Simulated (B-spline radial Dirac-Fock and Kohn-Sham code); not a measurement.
## Si 3p1/2: cross section and angular parameters

System: atomic silicon, configuration [Ne] 3s2 3p2; threshold 6.11 eV (orbital energy of the model). Level of theory: Dirac-Hartree-Slater photoionisation with a Latter tail; cross sections with all multipoles, angular parameters from the dipole term and its interference with E2; a B-spline atomic structure program.

```
hν (eV)    σ (kb)      β       γ      δ
     60      89.3  1.274  -0.023  0.000
   69.5      77.9  1.384  -0.020  0.001
    101      46.3  1.543   0.003  0.004
    124      32.6  1.582   0.022  0.006
    147      23.7  1.599   0.040  0.006
    169      18.0  1.603   0.057  0.007
    299      5.24  1.553   0.154  0.011
    319         ?      ?       ?      ?
    354      3.50  1.519   0.190  0.013
    358      3.41  1.517   0.192  0.013
    366      3.23  1.512   0.197  0.014
    393      2.70  1.495   0.214  0.014
    400      2.59  1.491   0.218  0.015
    501      1.45  1.429   0.274  0.018
    524      1.28  1.416   0.285  0.019
    672     0.646  1.332   0.353  0.025
   1000     0.203  1.174   0.461  0.040
   1060     0.170  1.149   0.477  0.043
   1160     0.129  1.109   0.501  0.047
   1230     0.108  1.083   0.516  0.050
   2000    0.0229  0.860   0.643  0.084
   2470    0.0113  0.765   0.694  0.104
 2984.4   0.00595  0.682   0.739  0.124
   3340   0.00403  0.635   0.765  0.137
 5414.7  0.000722  0.454   0.879  0.206
   6020  0.000491  0.420   0.906  0.223
 8047.8  0.000168  0.336   0.985  0.277
   8370  0.000145  0.326   0.997  0.284
 9251.7  9.93e-05  0.301   1.028  0.305
```

**Question.** Give the values at 319 eV.

**Answer.** σ = 4.50 kb, β = 1.541, γ = 0.168, δ = 0.012.

Values without a named source are computed, but for edge energies of neutral atoms, which are taken from tables.
